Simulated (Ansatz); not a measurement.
Consider the formal exchange of groups at a B–C bond: `FBC1(F)C=N1` + `C=C([SiH3])NC` → `C=C([SiH3])NBF` + `CC1(F)C=N1`.

Isolated molecules relaxed with PBE0-D4/def2-TZVP in Ansatz; ΔE leaves out vibrations. CCSD(T)/CBS is the MP2 limit (def2-TZVPP, def2-QZVPP) plus CCSD(T) − MP2 in def2-TZVPP, frozen cores. Functionals use def2-TZVPP. Each species was taken in one conformer, which may not be the lowest.

(1) Is it downhill or uphill in electronic energy at CCSD(T)/CBS, and by how much? (Best estimate.)

(2) What do these levels give: ωB97X-V, B2PLYP, MP2/def2-TZVPP, SCS-MP2/def2-TZVPP, CCSD(T)/def2-TZVPP, CCSD/CBS(def2)? (Best estimate.)

Largest T1 diagnostic among the species: 0.013.

Answers

(1) Ansatz gave: Downhill: ΔE = -177.6 kJ/mol.

(2) Computed: ωB97X-V -173.8, B2PLYP -174.8, MP2/def2-TZVPP -179.4, SCS-MP2/def2-TZVPP -177.5, CCSD(T)/def2-TZVPP -177.0, CCSD/CBS(def2) -179.5 kJ/mol.

In def2-TZVPP, CCSD(T) changes the Hartree–Fock value by +5.5 kJ/mol (the triples alone add +1.9 kJ/mol) and MP2 by +3.2 kJ/mol. From PBE to PBE0 (25 % exact exchange), in def2-TZVPP and without D4, ΔE moves by −7.5 kJ/mol.
